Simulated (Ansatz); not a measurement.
Basis sets compared for n-SiGeGeSiH10 (Si₂Ge₂H₁₀). Total charge 0; singlet. Geometry PBE-D4/def2-SVP. Ansatz on 4 threads of Intel Xeon on a shared host; times are rough, and most runs start from earlier orbitals.

```csv
atom,x (Å),y (Å),z (Å)
Ge1,-0.534,-1.096,-0.073
Ge2,0.535,1.094,0.120
Si3,-2.919,-0.899,-0.021
Si4,2.917,0.901,-0.014
H5,-3.380,-0.055,-1.179
H6,-3.337,-0.229,1.260
H7,-3.585,-2.246,-0.106
H8,-0.081,-1.764,-1.402
H9,-0.041,-1.999,1.093
H10,0.122,1.739,1.473
H11,0.007,2.016,-1.015
H12,3.296,0.301,-1.342
H13,3.589,2.243,0.124
H14,3.410,-0.006,1.083
```

Binding counts from free atoms (Ge triplet, Si triplet, H doublet) in the same basis, without a counterpoise term.

| level | functions | energy (Eh) | HOMO (eV) | LUMO (eV) | binding per atom (eV) | wall time |
| --- | --- | --- | --- | --- | --- | --- |
| PBE-D4/def2-SVP | 150 | -4737.3508 | -6.60 | -1.12 | 2.79 | 1.2 s |
| PBE0-D4/def2-SVP | 150 | -4737.5330 | -7.62 | -0.36 | 2.79 | 2.2 s |

Problem. Estimate the rows for PBE-D4/def2-TZVP (with forces), PBE0-D4/def2-TZVP.

Solution. 
| level | functions | energy (Eh) | HOMO (eV) | LUMO (eV) | binding per atom (eV) | wall time |
| --- | --- | --- | --- | --- | --- | --- |
| PBE-D4/def2-TZVP (with forces) | 230 | -4738.0820 | -6.60 | -1.31 | 2.79 | 2.8 s |
| PBE0-D4/def2-TZVP | 230 | -4738.2593 | -7.58 | -0.52 | 2.80 | 4.2 s |
